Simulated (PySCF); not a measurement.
## Ag₂S: breathing scan

Computed with PBE0 in PySCF with S def2-TZVP, Ag def2-TZVP with ECP28; scalar-relativistic core potentials, no spin–orbit coupling; density-fitted integrals.

Rigid scan from the singlet minimum (Ag–Ag 3.045 Å, S–Ag 2.300 Å (×2); Ag–Ag–S 48.5° (×2), Ag–S–Ag 82.9°). Coordinate: all bonds to the central atom scaled together. Energies in kJ/mol from the minimum.

(1) Predict the curve at 0.88, 0.92, 0.96, 1.00, 1.04, 1.08, 1.14, 1.22, 1.35.

## Answers

(1) 
```json
{"scale of all bonds to the centre": "0.88", "E (kJ/mol)": "122.5", "dipole size (D)": "4.29"}
{"scale of all bonds to the centre": "0.92", "E (kJ/mol)": "46.8", "dipole size (D)": "4.53"}
{"scale of all bonds to the centre": "0.96", "E (kJ/mol)": "10.1", "dipole size (D)": "4.76"}
{"scale of all bonds to the centre": "1.00", "E (kJ/mol)": "0.0", "dipole size (D)": "4.99"}
{"scale of all bonds to the centre": "1.04", "E (kJ/mol)": "7.8", "dipole size (D)": "5.20"}
{"scale of all bonds to the centre": "1.08", "E (kJ/mol)": "27.3", "dipole size (D)": "5.41"}
{"scale of all bonds to the centre": "1.14", "E (kJ/mol)": "69.7", "dipole size (D)": "5.71"}
{"scale of all bonds to the centre": "1.22", "E (kJ/mol)": "137.4", "dipole size (D)": "6.05"}
{"scale of all bonds to the centre": "1.35", "E (kJ/mol)": "249.4", "dipole size (D)": "6.50"}
```

At long bonds a restricted determinant can lie too high, and another spin state can fall below this curve.

The scan took 12 s on 2 threads of a shared Arm Neoverse V2 host; the process peaked at 0.98 GiB.
